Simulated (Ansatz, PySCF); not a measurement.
Gas-phase reaction in SMILES: OO (H2O2) -> [O]O + H atom (the H-O bond at the site shown breaks; other sites are not compared here)
Structures are relaxed separately at B3LYP-D3(BJ)/def2-TZVP in Ansatz (a quantum-chemistry and plane-wave program), one conformer each, not searched for the lowest.

Quantity: bond dissociation energy (enthalpy at 298 K, with B3LYP-D3(BJ) rigid-rotor harmonic-oscillator terms from PySCF), in kcal/mol. Correlated levels leave the core frozen unless marked. UHF or UKS for open shells. No spin-orbit coupling. No relativistic terms. Basis-set limits of correlation are two-point, X^-3; Hartree-Fock from the larger set. The bracket is a focal-point correction in the basis named.

```json
[
 {"level": "HF/aug-cc-pVDZ", "program": "Ansatz", "bond dissociation energy (kcal/mol)": "56.2", "minus last row": "-31.5"},
 {"level": "BLYP-D4/def2-TZVPD", "program": "Ansatz + dftd4", "bond dissociation energy (kcal/mol)": "80.6", "minus last row": "-7.1"},
 {"level": "PBE0/def2-SVP", "program": "Ansatz", "bond dissociation energy (kcal/mol)": "77.7", "minus last row": "-10.0"},
 {"level": "TPSSh-D4/def2-TZVPD", "program": "PySCF + dftd4", "bond dissociation energy (kcal/mol)": "81.0", "minus last row": "-6.7"},
 {"level": "HSE06/def2-TZVPD", "program": "Ansatz", "bond dissociation energy (kcal/mol)": "80.1", "minus last row": "-7.6"},
 {"level": "CAM-B3LYP-D4/def2-TZVPD", "program": "Ansatz + dftd4", "bond dissociation energy (kcal/mol)": "82.7", "minus last row": "-5.0"},
 {"level": "B2PLYP-D3(BJ)/def2-TZVPD", "program": "Ansatz + dftd3", "bond dissociation energy (kcal/mol)": "82.9", "minus last row": "-4.8"},
 {"level": "PBE-QIDH/def2-TZVPD", "program": "Ansatz", "bond dissociation energy (kcal/mol)": "82.2", "minus last row": "-5.5"},
 {"level": "MP2/6-31G", "program": "Ansatz", "bond dissociation energy (kcal/mol)": "75.8", "minus last row": "-11.9"},
 {"level": "MP2/cc-pVDZ", "program": "Ansatz", "bond dissociation energy (kcal/mol)": "82.2", "minus last row": "-5.5"},
 {"level": "SCS-MP2/aug-cc-pVTZ", "program": "Ansatz", "bond dissociation energy (kcal/mol)": "92.1", "minus last row": "4.4"},
 {"level": "SCS-MP2/def2-QZVPPD", "program": "Ansatz", "bond dissociation energy (kcal/mol)": "93.2", "minus last row": "5.5"},
 {"level": "CCSD/aug-cc-pVDZ", "program": "Ansatz", "bond dissociation energy (kcal/mol)": "82.6", "minus last row": "-5.1"},
 {"level": "CCSD/cc-pVTZ", "program": "Ansatz", "bond dissociation energy (kcal/mol)": "84.3", "minus last row": "-3.4"},
 {"level": "CCSD(T)/cc-pVQZ", "program": "Ansatz", "bond dissociation energy (kcal/mol)": "86.6", "minus last row": "-1.1"},
 {"level": "CCSD(T)/def2-QZVPP", "program": "Ansatz", "bond dissociation energy (kcal/mol)": "86.9", "minus last row": "-0.8"},
 {"level": "CCSD(T) with core electrons/cc-pwCVTZ", "program": "Ansatz", "bond dissociation energy (kcal/mol)": "85.3", "minus last row": "-2.4"},
 {"level": "RI-MP2/CBS(def2-TZVPP,def2-QZVPP)+[CCSD(T)-MP2]/def2-SVP", "program": "Ansatz", "bond dissociation energy (kcal/mol)": "89.9", "minus last row": "2.2"},
 {"level": "RI-MP2/CBS(def2-TZVPPD,def2-QZVPPD)+[CCSD(T)-MP2]/def2-SVPD", "program": "Ansatz", "bond dissociation energy (kcal/mol)": "88.8", "minus last row": "1.1"},
 {"level": "RI-MP2/CBS(def2-TZVPPD,def2-QZVPPD)+[CCSD(T)-MP2]/def2-TZVPPD", "program": "Ansatz", "bond dissociation energy (kcal/mol)": "88.3", "minus last row": "0.6"},
 {"level": "CCSD(T)/CBS(def2-TZVPPD,def2-QZVPPD)", "program": "Ansatz", "bond dissociation energy (kcal/mol)": "87.7", "minus last row": "0.0"}
]
```
